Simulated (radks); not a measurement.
Spherical quantum dot in the effective-mass picture: electrons in a parabolic well V = omega^2 r^2 / 2 with omega = 0.0854, with a point charge +2 (a donor) at the centre, all in effective atomic units (hartree* = m*/eps^2 hartree, bohr* = eps/m* bohr), one dielectric constant everywhere. Calculated with a radial shooting solver with Libxc functionals: non-relativistic Kohn-Sham, PBEsol, spin-polarised, spherical densities. Levels are named by radial order and angular momentum (1s, 1p, 1d, 2s, ...), and open shells are averaged over m. Results are scaled to m* = 0.031 and eps = 14.2, for which hartree* = 4.183 meV and bohr* = 24.24 nm. Each electron was tried in the lowest free levels, single moves between levels near the top were tried too, and the lowest total energy was kept; such a search can miss a lower state. At N = 1 the Hartree and exchange-correlation terms need not cancel, so that row can carry a self-interaction error.

N,open shells,2S,E (meV),mu = E(N) - E(N-1) (meV),addition energy mu(N+1) - mu(N) (meV)
1,"1s(up 1, down 0)",1,-8.22766,-8.2277,4.538
2,none,0,-11.9169,-3.6892,4.379
3,"2s(up 1, down 0)",1,-11.2275,0.68939,0.6539
4,none,0,-9.88415,1.3433,0.6628
5,"1p(up 1, down 0)",1,-7.87804,2.0061,0.5022
6,"1p(up 2, down 0)",2,-5.36970,2.5083,0.4755
7,"1p(up 3, down 0)",3,-2.38583,2.9839,0.5358
8,"1p(up 3, down 1)",2,1.13378,3.5196,0.4056
9,"1p(up 3, down 2)",1,5.05898,3.9252,0.3972
10,none,0,9.38139,4.3224,0.5334
11,"1d(up 1, down 0)",1,14.2372,4.8558,0.3570
12,"1d(up 2, down 0)",2,19.4500,5.2128,0.3507
13,"1d(up 3, down 0)",3,25.0135,5.5635,0.3439
14,"1d(up 4, down 0)",4,30.9210,5.9075,0.3371
15,"1d(up 5, down 0)",5,37.1656,6.2446,0.3989
16,"1d(up 5, down 1)",4,43.8090,6.6435,0.3139
17,"1d(up 5, down 2)",3,50.7664,6.9573,0.3108
18,"1d(up 5, down 3)",2,58.0345,7.2681,0.3069
19,"1d(up 5, down 4)",1,65.6095,7.5750,0.3028
20,none,0,73.4874,7.8779,0.4156
21,"1f(up 1, down 0)",1,81.7808,8.2934,0.2867
22,"1f(up 2, down 0)",2,90.3610,8.5801,0.2837
23,"1f(up 3, down 0)",3,99.2248,8.8638,0.2805
24,"1f(up 4, down 0)",4,108.369,9.1443,0.2774
25,"1f(up 5, down 0)",5,117.791,9.4217,0.2743
26,"1f(up 6, down 0)",6,127.487,9.6960,0.2713
27,"1f(up 7, down 0)",7,137.454,9.9673,0.3288
28,"1f(up 7, down 1)",6,147.750,10.296,0.2603
29,"1f(up 7, down 2)",5,158.307,10.556,0.2585
30,"1f(up 7, down 3)",4,169.121,10.815,0.2565
31,"1f(up 7, down 4)",3,180.193,11.071,0.2544
32,"1f(up 7, down 5)",2,191.518,11.326,0.2523
33,"1f(up 7, down 6)",1,203.096,11.578,0.2502
34,none,0,214.924,11.828,0.1414
35,"1f(up 7, down 6)",1,226.894,11.970,0.3548
36,none,0,239.218,12.324,0.2797
37,"2p(up 1, down 0)",1,251.822,12.604,0.2444
38,"2p(up 2, down 0)",2,264.671,12.848,0.2443
39,"2p(up 3, down 0)",3,277.763,13.093,-

All shells are closed at N = 2, 4, 10, 20, 34, 36 (there: 1s2 1p6 1d10 2s2 1f14 3s2); the second difference of the energy has clear peaks (12 % above both neighbours; the first and last values, which can be the largest, are not judged, and half-filled shells can peak too) at N = 7, 10, 15, 20, 27, 35.
